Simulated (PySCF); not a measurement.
## How methods differ on the excitation energy of Te

Te [Kr] 4d10 5s2 5p4 (3P) → Te [Kr] 4d10 5s1 5p4 6s1 (5P), as a difference of total energies. Calculation: PySCF 2.14, in aug-cc-pV5Z-PP with ECP28MDF; a scalar-relativistic core potential. Correlated levels: valence: 4s2 4p6 4d10 frozen. The calculations carry no spin-orbit coupling.

```
           method  excitation energy (eV)
              UHF                  13.820
              LDA                  15.147
              PBE                  14.824
             PBE0                  14.830
           r2SCAN                  14.805
             TPSS                  14.880
           M06-2X                  14.423
           revPBE                  14.716
    MP2 (valence)                  14.140
SCS-MP2 (valence)                  14.312
```

Task: How much does correlation contribute at MP2 (valence)?

Result: 14.140 − (13.820) = 0.320 eV, measured against UHF.

The upper state lies above the first ionisation limit, where it may autoionise and the basis confines it. A Rydberg-like electron needs more diffuse functions than a valence basis has.

The promoted electron is Rydberg-like, and one or two diffuse shells describe it only roughly, which tends to raise the upper state.
